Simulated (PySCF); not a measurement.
# The second ionisation energy along the second row

Calculated with PySCF 2.14 from differences of total energies of unrestricted determinants, without spin-orbit coupling. Values in eV. The last column holds reference values (NIST; (s) semi-empirical, (t) theoretical, else measured). Unmarked ones compare directly (S terms, centres of terms, or small fine structure); those marked * lie between the lowest fine-structure levels and include a spin-orbit shift.

```tsv
element	configurations	UHF	LDA	PBE0	r2SCAN	MP2 (valence)	SCS-MP2 (valence)	reference
Be (aug-cc-pVTZ-DK, spin-free X2C)	[He] 2s1 → 1s2	18.128	18.251	18.455	18.185	n/a	n/a	18.211
B (aug-cc-pVTZ-DK, spin-free X2C)	[He] 2s2 → [He] 2s1	23.448	24.552	24.562	24.257	24.428	24.624	25.155
C (aug-cc-pVTZ-DK, spin-free X2C)	[He] 2s2 2p1 → [He] 2s2	24.146	24.747	24.811	24.980	24.360	24.321	24.378
N (aug-cc-pVTZ-DK, spin-free X2C)	[He] 2s2 2p2 → [He] 2s2 2p1	29.186	30.034	29.892	30.121	29.606	29.470	29.601 (s) *
F (aug-cc-pVTZ-DK, spin-free X2C)	[He] 2s2 2p4 → [He] 2s2 2p3	33.378	35.247	35.240	35.099	34.607	34.710	34.950
Ne (aug-cc-pVTZ-DK, spin-free X2C)	[He] 2s2 2p5 → [He] 2s2 2p4	39.247	41.414	40.990	41.119	40.746	40.738	40.963 *
```

Fill in the row of O (aug-cc-pVTZ-DK, spin-free X2C) ([He] 2s2 2p3 → [He] 2s2 2p2).

UHF 34.556; LDA 35.562; PBE0 35.295; r2SCAN 35.463; MP2 (valence) 35.188; SCS-MP2 (valence) 34.932; reference 35.121 * (eV).

"Valence" correlates the outer s and p shells and, in groups 3 to 12 and the f block, the outer d or f shell, open or full, or the next shell where the ion has no valence electron left; the wider scheme adds the next inner shell.
